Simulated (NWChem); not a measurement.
Species: CrN2H3OCl; SMILES [NH2][Cr](=[O])([Cl])=[NH]

```xyz
8

Cr     0.0611    -0.3099    -0.0508
O      0.6107    -0.8040     1.2882
N      1.0277    -0.6823    -1.2666
H      1.9474    -1.1388    -1.2789
Cl    -0.1392     1.8419     0.0370
N     -1.4971    -1.0717    -0.3817
H     -1.7727    -1.4395    -1.2872
H     -2.1305    -1.3304     0.3710
```
Atoms are numbered in this order, from 1.

All runs: NWChem. Pople sets run with spherical d functions. STO-3G and 3-21G are far too small for this property and stand as cheap habits. The geometry was optimised at PBE0/def2-SVP. No frequency run checked for a minimum. GIAO values for the isolated, static molecule; σ is the absolute isotropic shielding, δ = σ(reference) − σ with the isolated reference molecule computed at the same levels (1H: tetramethylsilane, 15N: ammonia, 17O: water).

```tsv
level	σ Cr1 (ppm)	δ O2 (ppm)	δ N3 (ppm)	δ H4 (ppm)	σ Cl5 (ppm)	δ H7 (ppm)	δ H8 (ppm)
PBE0/pcSseg-1	-3244.1	1315.7	789.1	25.34	613.2	10.20	10.26
Hartree-Fock/STO-3G	[?]	[?]	[?]	[?]	[?]	[?]	[?]
B3LYP/6-31G*	-2775.3	1139.8	676.8	22.73	632.6	9.27	9.30
```

**Question.** Complete the blanks.

**Answer.** 
- Hartree-Fock/STO-3G, σ Cr1 (ppm): -7133.6
- Hartree-Fock/STO-3G, δ O2 (ppm): 1193.2
- Hartree-Fock/STO-3G, δ N3 (ppm): 4366.8
- Hartree-Fock/STO-3G, δ H4 (ppm): 228.20
- Hartree-Fock/STO-3G, σ Cl5 (ppm): 1036.6
- Hartree-Fock/STO-3G, δ H7 (ppm): 18.34
- Hartree-Fock/STO-3G, δ H8 (ppm): -8.21
